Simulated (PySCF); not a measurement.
cyclopentadiene (C₅H₆), SMILES C1=CCC=C1.

Geometry optimised at PBE0-D3(BJ)/def2-SVP. The values are those of a single conformer.

Computed with PBE0/def2-TZVP (PySCF).

```
Property                                                                                                        Value
---------------------------------------------------------------------------------------------  ----------------------
total energy                                                                                       -193.93247 hartree
point group                                                                                                        Cs
highest occupied level                                                                                       -6.32 eV
lowest empty level                                                                                           -0.53 eV
orbital gap                                                                                                   5.79 eV
dipole moment                                                                                                  0.49 D
quadrupole, principal values (traceless, Buckingham form, about the centre of nuclear charge)   -5.23, 1.35, 3.88 D·Å
mean static polarisability                                                                       54.9 bohr³ (8.13 Å³)
polarisability, principal values                                                               37.2, 61.2, 66.2 bohr³
```
